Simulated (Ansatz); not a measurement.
# The atomisation energy (no zero-point term) down a group: O to Se

All atoms of one element are swapped for its congeners: CO2 (carbon dioxide) `O=C=O`; CS2 (carbon disulfide) `S=C=S`; CSe2 (carbon diselenide) `[Se]=C=[Se]`. All are singlets with charge 0.

Shapes, held fixed at every level: PBE0-D4/def2-TZVP. Programs: Ansatz 0.2.0. Values in eV.

Q: How should the atomisation energy change along the series?

A: At CCSD(T)/def2-TZVPP the atomisation energy falls at every step, from 16.30 to 9.84 eV. Every level shows the same order. Relativity is left out for Se unless named. Correlated rows may include outer-core shells of Se, which these sets cover unevenly. Spin-orbit coupling, which grows down the group, is left out (summed over each molecule's free atoms 0.02, 0.05, 0.24 eV).

| level | CO2 | CS2 | CSe2 |
| --- | --- | --- | --- |
| PBE0-D4/def2-TZVPP | 17.00 | 12.40 | 10.39 |
| r2SCAN0-D4/def2-TZVPP | 16.26 | 11.87 | 9.89 |
| wB97X-V/def2-TZVPP | 16.90 | 12.04 | 9.95 |
| MP2/def2-TZVPP | 17.44 | 12.44 | 10.70 |
| CCSD/def2-TZVPP | 15.76 | 10.95 | 9.16 |
| CCSD(T)/def2-TZVPP | 16.30 | 11.59 | 9.84 |
